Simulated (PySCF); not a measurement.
## Static response to an electric field

Species: germanium monoxide, GeO.
Atom-mapped SMILES: `[O+:1]#[Ge-:2]`

Cartesian coordinates in Å at the PBE0-D3(BJ)/def2-SVP level; atoms count from 1:
```
atom  x, y, z in Å
O1     0.8145   -0.0065   -0.0049
Ge2   -0.8089    0.0090   -0.0234
```

Level: PBE0/def2-SVPD (PySCF), static field, nuclei fixed, core orbitals frozen in the response. The polarisability tensor in these axes (au):

```
x   37.86 -0.10  0.12
y   -0.10 27.70  0.00
z    0.12  0.00 27.70
```

Question: What are the eigenvalues, a third of the trace, and Δα (Δα² = ½Σ(αi − αj)² over the three pairs)?

Answer: Principal values 27.70, 27.70 and 37.86 au; mean 31.09 au = 4.61 Å³ = 5.13 × 10⁻⁴⁰ C²·m²/J; Δα = 10.16 au (33 % of the mean).

Question: What is the dipole moment, and where does it point?

Answer: (-3.52, 0.03, -0.04) D, 3.52 D in size, pointing from the negative to the positive side. Measured along this direction, the outermost atoms are O1 at the negative end and Ge2 at the positive end.

Question: Find the Langevin capture rate constant for H3+ (3.023 u) meeting this molecule (89.916 u), k = 2.342 × 10⁻⁹ cm³/s × √(α in Å³ / reduced mass in u).

Answer: The reduced mass is 2.93 u, so k = 2.94 × 10⁻⁹ cm³/s. The formula leaves out the permanent dipole, which adds to the capture rate.

Question: What would n − 1 = 2πNα be for an ideal gas of these molecules at 500 K and 1 atm, electronic part alone?

Answer: N = p/kT = 1.4678 × 10¹⁹ cm⁻³, so n − 1 = 2π × N × 4.61 × 10⁻²⁴ cm³ = 425 × 10⁻⁶ at long wavelengths, for an ideal gas.

Question: Rayleigh depolarisation ratio (linearly polarised light, static tensor)?

Answer: ρ = 3Δα²/(45ᾱ² + 4Δα²) = 309.9/(43488 + 413.1) = 0.00706.

Geometry: PBE0-D3(BJ)/def2-SVP; no solvent, vibrations or thermal averaging. The calculation is non-relativistic, for germanium too.
